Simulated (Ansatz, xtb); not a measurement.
## Isomers of CH3BI in order of energy

3 gas-phase structures of CH3BI, found in a search over its isomers (lower ones may exist). Each was relaxed with GFN2-xTB:

A. `B[CH]I`, a doublet
B. `C[B]I`, a doublet
C. `[CH2]BI`, a doublet

Which do you expect lowest at r2SCAN-D4/def2-SVP, and how would the others follow?

Calculated order at r2SCAN-D4/def2-SVP: C (0.000), B (0.257), A (1.162) eV.

Energies above the lowest of each column, in eV; the last columns are at PBE0-D3(BJ)/def2-SVP geometries:

```csv
structure,GFN2-xTB,HF/STO-3G,r2SCAN-D4/def2-SVP,PBE0-D3(BJ)/def2-SVP,CCSD(T)/def2-SVP + ΔMP2/def2-TZVPP
C,0.000,0.000,0.000,0.000,0.000
B,0.689,0.553,0.257,0.275,0.324
A,0.932,0.992,1.162,1.154,1.046
```

Every level run on C puts it lowest or level with the lowest. Flexible structures stand in one conformer each, not always the lowest. Open shells are spin-unrestricted. Atoms past krypton carry core potentials in the def2 sets, without spin–orbit terms. ΔMP2 is the change of the MP2 energy from the smaller to the larger basis.

Programs: Ansatz 0.2.0, xtb 6.7.1.
